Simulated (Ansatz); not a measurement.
Reaction (hydrogenolysis of a Ge–B bond): `[BH2][GeH]1[O]C[O]1` + H₂ → `C1[O][GeH2][O]1` + BH₃

Computed with Ansatz on PBE0-D4/def2-TZVP structures; ΔE is electronic, products minus reactants. CCSD(T)/CBS adds triple-zeta CCSD(T) − MP2 to the extrapolated MP2 energy (def2 sets, frozen cores). This one scheme is used for every species. DFT in def2-TZVPP. B3LYP here is the variant with VWN-RPA as its local correlation; programs differ in this. For Ge outer-core shells are correlated without core-valence functions, which leaves a few kJ/mol of doubt a bond. Scalar relativity is left out up to krypton.

```tsv
level	ΔE (kJ/mol)	difference from CCSD(T)/CBS
PBE-D4	-10.6	10.0
r2SCAN-D4	-16.7	3.9
PBE0-D4	-18.5	2.1
B3LYP-D4	-21.6	-1.0
ωB97X-V	-24.8	-4.2
ωB97M-V	-25.1	-4.5
B2PLYP	-27.1	-6.5
PBE	-14.4	6.2
r2SCAN	-17.8	2.8
PBE0	-21.9	-1.3
B3LYP	-27.7	-7.1
HF/def2-TZVPP	-49.1	-28.5
MP2/def2-TZVPP	-23.5	-2.9
SCS-MP2/def2-TZVPP	-28.7	-8.1
CCSD/def2-TZVPP	-27.5	-6.9
CCSD(T)/def2-TZVPP	-23.4	-2.8
HF/def2-QZVPP	-50.4	-29.8
MP2/def2-QZVPP	-22.3	-1.7
SCS-MP2/def2-QZVPP	-27.9	-7.3
HF/CBS(def2)	-50.6	-30.0
MP2/CBS(def2)	-20.7	-0.1
CCSD/CBS(def2)	-24.7	-4.1
CCSD(T)/CBS	-20.6	0
```

Largest T1 diagnostic among the species: 0.013.

In def2-TZVPP, CCSD(T) changes the Hartree–Fock value by +25.7 kJ/mol (the triples alone add +4.1 kJ/mol) and MP2 by +25.6 kJ/mol. From PBE to PBE0 (25 % exact exchange), in def2-TZVPP and without D4, ΔE moves by −7.5 kJ/mol.
